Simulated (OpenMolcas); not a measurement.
**Ions of charge +2 along the 3d row with 6 fluoride ligands in octahedral coordination**

| Quantity | Value |
| --- | --- |
| Program | OpenMolcas 26.06 |
| Method | CASSCF |
| Spin-orbit coupling | RASSI with atomic mean-field integrals over the reference wave functions |

The d shell is active. Anionic complexes are neutralised by point charges behind the ligands. Distances were set from a Shannon-type radius of the metal (high-spin where two are listed) plus a fixed donor radius (F 1.31 Å). Ligand basis ANO-RCC-VTZP, DKH2 Hamiltonian. States (labels of O, the rotations of Oh). Energies in cm-1 above the lowest state or level, χT in cm3 K/mol; under a threefold ground state the first gap can be a small split of the lowest multiplet, not the spin-orbit step; 10Dq and B are least-squares fits to the states below 45000 cm-1, weighted by degeneracy, with a free offset, and given where the rms deviation is under 5 % of |10Dq| (or 100 cm-1) and under 700 cm-1. Spin-only χT is S(S+1) / 2 for the spin of the ground state.

| Ion | Shell | R (Å) | Metal basis | Outer charge (e at Å behind ligand) | Ground state | First state of that spin | 10Dq | B (rms of fit) | First gap with spin-orbit (degeneracies) | χT at 300 K | First state of another spin | Spin-only χT |
| --- | --- | --- | --- | --- | --- | --- | --- | --- | --- | --- | --- | --- |
| Ti2+ | 3d2 | 2.17 | ANO-RCC-VTZP | 0.67 at 3.2 | 3T1 | 3T2 8241 | 9454 | 850 (100) | 3.4 (2, 3) | 1.103 | 1T2 11948 | 1.000 |
| Mn2+ | 3d5 | 2.14 | ANO-RCC-VTZP | 0.67 at 3.2 | 6A1 |  | 6025 | 1100 (87) | 28000 (6, 2) | 4.386 | 4T1 28043 | 4.375 |
| Co2+ | 3d7 | 2.06 | ANO-RCC-VTZP | 0.67 at 2.8 | 4T1 | 4T2 4836 | 5534 | 1223 (81) | 354.6 (2, 4) | 3.699 | 2E 16458 | 1.875 |
| Ni2+ | 3d8 | 2 | ANO-RCC-VTZP | 0.67 at 2.4 | 3A2 | 3T2 5817 | 5728 | 1289 (51) | 5547 (3, 2) | 1.523 | 1E 18608 | 1.000 |
| Cu2+ | 3d9 | 2.04 | ANO-RCC-VTZP | 0.67 at 2.6 | 2E | 2T2 4513 | 4513 |  | 3899 (4, 2) | 0.689 |  | 0.375 |

The rows also differ in their outer charges, so part of each step comes from that.

Among the 5 ions with a close fit, |10Dq| is smallest for Cu2+ (4513 cm-1) and largest for Ti2+ (9454 cm-1). The error differs from ion to ion, so this order need not be the real one.

B goes from 850 cm-1 (Ti2+) to 1289 cm-1 (Ni2+).

Every ion keeps the highest spin of its shell. χT departs most from the spin-only value for Co2+, by +1.824 cm3 K/mol.

Ligand-to-metal charge-transfer states are missing. An orbital triplet at a regular site is open to Jahn-Teller coupling, which can distort the site and quench the lowest spin-orbit gaps and is left out (holds for Ti2+; Co2+). Without dynamic correlation the repulsion within the d shell is too large (B by tens of per cent), so at a given field states of lower spin stand too high (holds for Ti2+; Mn2+; Co2+; Ni2+). With no ligand orbital active B as a rule stays too high, so bands that hang on it stand too high and its fall with covalency is understated (holds for Ti2+; Mn2+; Co2+; Ni2+). With metal d orbitals alone and no dynamic correlation the field as a rule comes out too small, by tens of per cent, by up to half for chloride and softer ligands (holds for Ti2+; Mn2+). With metal d orbitals alone and no dynamic correlation the field as a rule comes out too small, by tens of per cent, by up to half for chloride and softer ligands, and with too little covalency χT stands high (holds for Co2+). With metal d orbitals alone and no dynamic correlation the field as a rule comes out too small, by tens of per cent, by up to half for chloride and softer ligands, and the orbital part of g and χT, which goes as 1/10Dq, too large (holds for Ni2+; Cu2+). An orbital doublet at a regular site is open to a Jahn-Teller distortion, which this geometry leaves out (holds for Cu2+). No measured value stands beside these numbers; the geometry was imposed, not optimised, and the real ion may take another.
